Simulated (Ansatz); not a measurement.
Input file for Ansatz (a first-principles code): R-CCSD(T)/aug-cc-pVDZ on BH6NO (a complex), monomers drawn apart or pushed together.

Ansatz 0.2 input:
```yaml
crystal:
  periodic: [false, false, false]
  atoms:
    - {symbol: B, position_ang: [0.56177470, -0.49259856, -0.14923002]}
    - {symbol: N, position_ang: [-0.51177674, 0.25759647, 0.29739012]}
    - {symbol: H, position_ang: [0.74411189, -0.63784602, -1.31991371]}
    - {symbol: H, position_ang: [1.29521280, -0.98582168, 0.65819076]}
    - {symbol: H, position_ang: [-0.69782859, 0.40530084, 1.28115276]}
    - {symbol: H, position_ang: [-1.16605292, 0.70457595, -0.32372215]}
    - {symbol: O, position_ang: [-0.20401313, 0.17461358, 3.63012074]}
    - {symbol: H, position_ang: [0.74828096, 0.19478824, 3.48037471]}
    - {symbol: H, position_ang: [-0.40131350, -0.73892661, 3.86455746]}
basis:
  gaussian:
    orbitals: aug-cc-pVDZ
magnetization: {spin_polarized: false}
correlation: {method: ccsd_t, electrons: outside_noble_gas}
scf: {lower_state_search: off}
```

The head of its log:

```
WARN ansatz: RAYON_NUM_THREADS=1 ignored (pool sized by the plan → 1); use --threads N
Functional definition: HF
these checks for a lower state are left out or cut short: stability, starts, cluster_reference, orbital_swaps, neighbouring_geometries, increment
integrals: 0.23 GiB planned
1177 factors; integrals over basis functions are off by at most 7.6e-4 eV
mean field: 0.26 GiB planned
mean field evaluation 1: about -4283.0312 eV, gradient 4.5e1 eV
mean field evaluation 2: about -4283.0294 eV, gradient 4.5e1 eV
mean field evaluation 4: about -4287.1231 eV, gradient 3.0e0 eV
mean field evaluation 8: about -4287.1541 eV, gradient 1.2e-4 eV
mean field -4287.15407561 eV, -157.5500063412 hartree, gradient 9.3e-7 eV, S^2 0.000000; 0 other end points of the search recorded, 0 dependent functions left out
3 core orbitals not correlated
reference -4287.15407561 eV, -157.5500063412 hartree; 10, 10 occupied and 110, 110 virtual orbitals, 1177 factors
```

Give the final energy of this run.

-158.0979 hartree (reference determinant -157.5500, T1 diagnostic 0.013).
